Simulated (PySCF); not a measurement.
Molecule: SMILES O=C(Cl)c1ccsc1, C5H3ClOS.

Atoms are numbered as in `[O:1]=[C:2]([Cl:3])[c:4]1[cH:5][cH:6][s:7][cH:8]1`; H(Xn) means a hydrogen on atom n.

Geometry PBE0-D3(BJ)/def2-SVP throughout; GIAO in PySCF 2.14.0 with density-fitted response routines, gas phase, one conformer, non-relativistic; equivalent atoms averaged; functional PBE0.

Problem. How do the absolute shieldings σ depend on the basis set? (a selection of nuclei; ppm; last column core-seconds on 1 thread of an Arm Neoverse V2, shared host)

Solution. 
| basis set | functions | C8 | C4 | C6 | C5 | Cl3 | S7 | H(C8) | H(C5) | H(C6) | core-s |
| --- | --- | --- | --- | --- | --- | --- | --- | --- | --- | --- | --- |
| cc-pVDZ | 135 | 54.7 | 59.6 | 67.7 | 69.5 | 585.8 | 327.5 | 23.16 | 23.77 | 24.21 | 15 |
| def2-SVP | 135 | 52.6 | 58.3 | 65.4 | 67.4 | 590.5 | 328.2 | 23.29 | 23.82 | 24.43 | 13 |
| aug-cc-pVDZ | 219 | 52.5 | 59.0 | 66.3 | 69.1 | 570.9 | 324.3 | 22.69 | 23.56 | 23.97 | 31 |
| def2-TZVP | 278 | 39.7 | 43.1 | 53.6 | 53.0 | 504.9 | 216.4 | 22.92 | 23.63 | 24.14 | 45 |
| cc-pVTZ | 290 | 40.9 | 45.4 | 54.6 | 54.6 | 553.0 | 279.4 | 22.74 | 23.53 | 23.96 | 49 |
| IGLO-III | 328 | 33.1 | 37.2 | 47.5 | 47.1 | 516.0 | 246.0 | 22.77 | 23.57 | 24.05 | 54 |

Problem. Which nucleus among those listed moves most, in ppm?

Solution. S7 (aromatic ring sulfur): from 216.4 ppm with def2-TZVP to 328.2 ppm with def2-SVP. The smallest spread is 0.29 ppm, at H(C5). Proton shifts span only some 12 ppm, so a few tenths of a ppm matter as much there as several ppm in carbon.

Problem. Taking the largest basis, IGLO-III (328 functions), as the yardstick, rank the others by their worst heavy-atom deviation.

Solution. def2-TZVP 29.6 ppm (278 functions), cc-pVTZ 37.0 ppm (290 functions), aug-cc-pVDZ 78.3 ppm (219 functions), cc-pVDZ 81.5 ppm (135 functions), def2-SVP 82.1 ppm (135 functions).

A small basis that lands close on one nucleus may do so by chance; judge by the trend and by all nuclei.
